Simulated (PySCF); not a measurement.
# Working with the constants of CoH

ROHF-CCSD(T) constants of CoH, triplet, unpaired electrons π ↑, δ ↑ (PySCF, no relativity, basis sets Co def2-TZVPP, H def2-TZVPP; masses 58.9332 and 1.0078 u):

- ωe: 1848.9 cm⁻¹
- ωexe: 38.3 cm⁻¹
- Be: 7.4678 cm⁻¹
- αe: 0.254 cm⁻¹
- D (centrifugal): 0.000487 cm⁻¹
- De to Co (3d7 4s2) + H: 2.25 eV

**Question.** Give the vibrational terms G(v) and spacings up to v = 6.

**Answer.** G(v) = ωe(v+½) − ωexe(v+½)².

```csv
v,G(v) (cm⁻¹),G(v) − G(v−1),Bv (cm⁻¹)
0,915,,7.341
1,2687,1772,7.087
2,4383,1696,6.833
3,6002,1619,6.579
4,7544,1543,6.325
5,9010,1466,6.071
6,10400,1389,5.817
```

**Question.** How well does the Morse estimate ωe²/(4ωexe) reproduce De, and what is D0?

**Answer.** It gives 2.77 eV, 123 % of the computed De. D0 = De − G(0) = 2.25 − 0.11 = 2.14 eV.

Correlated steps freeze 5 core orbitals. The CCSD T1 diagnostic is raised, a sign that a single reference may not be enough here. The state is the lowest single determinant that the PBE0 search found; with open d or f shells the true ground state can be another one.
